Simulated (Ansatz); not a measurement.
Ansatz (a program for electronic structure) input (wB97M-V/def2-QZVPPD): A basis named .json is the Basis Set Exchange file of that set (core-valence sets with the plain set on hydrogen).

Ansatz 0.2 input:
```yaml
crystal:
  periodic: [false, false, false]
  atoms:
    - {symbol: Ga, position_ang: [-0.00000000, -0.00000000, -0.79294171]}
    - {symbol: Cl, position_ang: [0.00000000, 0.00000000, 1.44595253]}
basis:
  gaussian:
    orbitals: def2-QZVPPD.json
hamiltonian:
  xc: {name: wB97M-V}
magnetization: {spin_polarized: false}
```

Output:

```
Functional definition: wB97M-V
integrals: 0.12 GiB planned
970 factors; their error is unknown
integrals: 0.16 GiB planned
163 factors; integrals over basis functions are off by at most 2.3e-4 eV
mean field: 0.94 GiB planned
mean field evaluation 1: about -64899.6954 eV, gradient 2.2e1 eV
mean field evaluation 2: about -64900.0804 eV, gradient 2.4e1 eV
mean field evaluation 4: about -64900.8479 eV, gradient 1.0e0 eV
mean field evaluation 8: about -64900.9301 eV, gradient 2.9e-1 eV
mean field evaluation 16: about -64900.9301 eV, gradient 6.4e-5 eV
mean field -64900.93007736 eV, -2385.0651889126 hartree, gradient 6.4e-5 eV, S^2 0.000000; 0 other end points of the search recorded, 0 dependent functions left out
reference -64900.93012999 eV, -2385.0651908466 hartree; 24, 24 occupied and 150, 150 virtual orbitals, 970 factors
Total energy: -64900.93012999 eV, -2385.0651908466 hartree
```
